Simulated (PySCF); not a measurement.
Molecule: SMILES C#C[C+](C)CCF, [C₆H₈F]+.

Bonds (- single, = double, # triple, : aromatic): C1#C2, C2-C3, C3-C4, C3-C5, C5-C6, C6-F7. C1 carries H8; C4 carries H9, H10, H11; C5 carries H12, H13; C6 carries H14, H15. Formal charges: C3 +1.

Total charge +1.

Frames of a GFN2-xTB Langevin trajectory at 300 K; GIAO PBE0/pcSseg-1 shieldings in PySCF 2.14.0 with density-fitted response routines, gas phase, non-relativistic; equivalent atoms averaged within each frame.

References, each an isolated molecule treated in the same way: 13C (σ = 186.93 ppm), 1H (σ = 31.72 ppm) against TMS; 19F (σ = 170.95 ppm) vs CFCl3. The references are static minima.

How do the shifts (ppm) fluctuate along the trajectory?

Results:


| time (fs) | C3 | C1 | C2 | C6 | C5 | C4 | F7 | H8 | H14/H15 | H9/H10/H11 |
| --- | --- | --- | --- | --- | --- | --- | --- | --- | --- | --- |
| optimised geometry | 286.8 | 216.8 | 103.5 | 90.9 | 67.1 | 56.2 | -212.2 | 10.95 | 5.44 | 4.41 |
| 250 | 278.4 | 203.4 | 102.3 | 89.1 | 64.4 | 59.6 | -209.1 | 10.49 | 6.03 | 4.82 |
| 425 | 266.7 | 212.9 | 102.3 | 84.1 | 73.2 | 49.4 | -230.1 | 9.73 | 5.51 | 5.03 |
| 625 | 298.5 | 227.4 | 102.8 | 86.9 | 69.9 | 56.6 | -238.3 | 11.57 | 6.33 | 4.84 |
| 800 | 274.9 | 210.1 | 102.6 | 88.0 | 58.0 | 61.5 | -233.1 | 9.87 | 5.97 | 5.76 |
| 1000 | 289.8 | 225.5 | 106.1 | 87.0 | 60.8 | 60.2 | -222.2 | 10.53 | 7.19 | 4.96 |
| mean of frames | 281.7 | 215.9 | 103.2 | 87.0 | 65.3 | 57.5 | -226.6 | 10.44 | 6.21 | 5.08 |
| standard deviation | 12.6 | 10.3 | 1.6 | 1.9 | 6.3 | 4.8 | 11.4 | 0.73 | 0.62 | 0.39 |

5 frames give an uncertainty of the mean of about the standard deviation over 2.2 at best, since frames this close in time may not be independent; classical motion lacks zero-point vibration, and the reference would need the same averaging.
